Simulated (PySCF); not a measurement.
Species: C7H9F.
Z-matrix (Å and degrees, GFN2-xTB geometry), rows numbered from 1:
```
C 
C   1  1.3325
C   2  1.4383  1  122.50
C   3  1.3500  2  128.41  1   178.41
C   4  1.4518  3  119.46  2   178.49
C   5  1.3306  4  126.06  3  -176.68
C   4  1.5045  3  123.20  2    -1.62
F   7  1.3804  4  111.26  3   114.16
H   1  1.0760  2  121.96  3   179.47
H   1  1.0777  2  121.57  3    -0.62
H   2  1.0807  1  119.07  3  -179.23
H   3  1.0838  2  114.40  1    -1.84
H   5  1.0828  4  114.76  3     2.57
H   6  1.0758  5  122.99  4     0.61
H   6  1.0763  5  121.04  4   179.29
H   7  1.0919  4  112.60  3    -4.96
H   7  1.0967  4  110.53  3  -127.79
```

Computed with TDDFT PBE0/def2-SVPD, vertical, gas phase, core orbitals frozen in the response (PySCF 2.14.0, density-fitted response routines).

| state | E (eV) | ν̃ (cm⁻¹) | f | \|μ\| (D) | main configurations (H = HOMO, L = LUMO) |
| --- | --- | --- | --- | --- | --- |
| S1 | 4.75 | 38340 | 0.961 | 7.30 | H→L (98%) |
| S2 | 5.92 | 47750 | 0.044 | 1.40 | H-1→L (68%), H→L+1 (22%) |
| S3 | 6.27 | 50540 | 0.0015 | 0.25 | H-2→L (83%), H→L+2 (14%) |
| S4 | 6.29 | 50740 | 0.015 | 0.79 | H→L+2 (50%), H→L+1 (34%), H-2→L (9%) |
| S5 | 6.43 | 51850 | 0.0058 | 0.49 | H→L+3 (90%) |
| S6 | 6.61 | 53300 | 0.0021 | 0.29 | H→L+4 (88%) |

Triplets, Tamm–Dancoff:

| state | E (eV) | λ (nm) | main configurations (H = HOMO, L = LUMO) |
| --- | --- | --- | --- |
| T1 | 2.49 | 498.1 | H→L (95%) |
| T2 | 4.20 | 295.4 | H-1→L (59%), H→L+1 (23%), H→L+2 (11%) |

The lowest singlet lies at 4.75 eV (261 nm, ultraviolet) and is strong; its leading configuration is HOMO→LUMO (98%). The lowest level is also the most intense of those listed (f = 0.961). Löwdin shares by element: HOMO carbon 67% or more (atoms not listed hold the other 33%); LUMO carbon 66% or more (atoms not listed hold the other 34%). The oscillator strengths of these states sum to 1.029; summed over the whole spectrum of an exact calculation they would give the number of electrons, 60 (Thomas–Reiche–Kuhn). Orbital energies (eV): HOMO-3 -9.68, HOMO-2 -9.34, HOMO-1 -8.53, HOMO -6.49, LUMO -1.68, LUMO+1 0.76, LUMO+2 0.86. The listed states span 1.86 eV, and the widest gap between neighbours is 1.17 eV (S1 to S2). Singlets were solved by full linear response, triplets in the Tamm–Dancoff approximation.

One conformer stands for the species.
